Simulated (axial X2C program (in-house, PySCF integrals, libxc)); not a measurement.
# Correcting the dissociation energy of BeAl for spin–orbit coupling

A spin-free CCSD(T) curve (one-electron X2C) was computed with an in-house all-electron X2C program for linear molecules (integrals from PySCF), basis Al dyall-v3z [8s8p2d1f], Be dyall-cv3z [8s8p3d1f] (cores contracted in-house), for the state M_S = 1/2, Λ = 1 (beyond evenly filled blocks: π+α). It gives D0 = 0.495 eV to Al + Be, which in a spin-free picture are the weighted means of the ground terms.

Correlated methods: 5 electrons correlated (number of frozen shells: Al 2 s, 1 p; Be 1 s), 149 virtual spin orbitals or spinors in MP2, 90 natural virtuals in coupled cluster.

Measured levels of the ground terms (NIST Handbook of Basic Atomic Spectroscopic Data), in cm⁻¹: Al 2P: J = 1/2 at 0, J = 3/2 at 112.1; Be 1S: J = 0 at 0.

The two components of the molecular doublet are 51 cm⁻¹ apart in the PBE0 2c search (Ω = 1/2 lower), so the lower one lies 26 cm⁻¹ under their mean.

Problem. How far does each ground level lie under the (2J+1)-weighted mean of its term?

Solution. Al: (2 × 0 + 4 × 112.1)/6 = 75 cm⁻¹; Be: a single level, 0.

Problem. Correct D0.

Solution. D0 = 0.495 + (26 − 75)/8065.5 = 0.489 eV at CCSD(T) with these spin–orbit terms. The direct two-component run gives 0.490 eV; the difference holds second-order terms in the molecule, scalar two-electron terms, the gap between measured and computed atomic splittings (a 2c atom can miss part of its lowering) and, in coupled cluster, the truncation of each run.

Second-order spin–orbit effects in the molecule, which grow quickly with Z, are left out. The state is a single determinant with fixed occupations, the lowest that a limited PBE0 search found. De is counted from the lowest determinant-based energies of the atoms at the same level, without counterpoise correction. CCSD and (T) use frozen natural virtuals with an MP2 correction for the truncation; (T) itself is uncorrected, so its De runs slightly low. Other states lie close and PBE0, whose exact exchange favours high spin, may order them wrongly; the determinant shown need not be the ground state. The nearest other spin-free determinant of the search, M_S = 1/2, Λ = 0, lies 0.15 eV up at the distance of the search.
